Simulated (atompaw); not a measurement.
**An all-electron radial function and its pseudo partner (oxygen)**

Columns: radius, all-electron u(r) and pseudo u(r) of the 2s shell (level -58.13 eV) of oxygen in the configuration [He] 2s2 2p2; PBEsol, scalar-relativistic, PAW (atompaw) scheme, atompaw 4.2.0.5.

| r (bohr) | all-electron | pseudo |
| --- | --- | --- |
| 0.050 | -0.3673 | 0.1084 |
| 0.100 | -0.4639 | 0.2156 |
| 0.150 | -0.4069 | 0.3201 |
| 0.200 | -0.2685 | 0.4208 |
| 0.250 | -0.0930 | 0.5165 |
| 0.300 | 0.0924 | 0.6061 |
| 0.350 | 0.2714 | 0.6887 |
| 0.400 | 0.4352 | 0.7635 |
| 0.450 | 0.5792 | 0.8299 |
| 0.500 | 0.7014 | 0.8873 |
| 0.550 | 0.8018 | 0.9355 |
| 0.600 | 0.8812 | 0.9742 |
| 0.650 | 0.9410 | 1.0035 |
| 0.700 | 0.9833 | 1.0237 |
| 0.750 | 1.0101 | 1.0350 |
| 0.800 | 1.0233 | 1.0380 |
| 0.850 | 1.0251 | 1.0332 |
| 0.900 | 1.0173 | 1.0214 |
| 0.950 | 1.0015 | 1.0034 |
| 1.000 | 0.9791 | 0.9799 |
| 1.050 | 0.9516 | 0.9519 |
| 1.100 | 0.9201 | 0.9202 |
| 1.150 | 0.8855 | 0.8855 |
| 1.200 | 0.8489 | 0.8489 |
| 1.250 | 0.8108 | 0.8108 |
| 1.300 | 0.7720 | 0.7720 |

**Question.** How many radial nodes do the two functions have?

**Answer.** The all-electron 2s function has n − l − 1 = 1; the pseudo-wave has 0, since the states of the same l below it are removed with the core.

**Question.** Is the pseudo-wave norm-conserving?

**Answer.** No, it belongs to a PAW set: the norm inside the radius is not constrained, and the difference is carried by the augmentation charge.
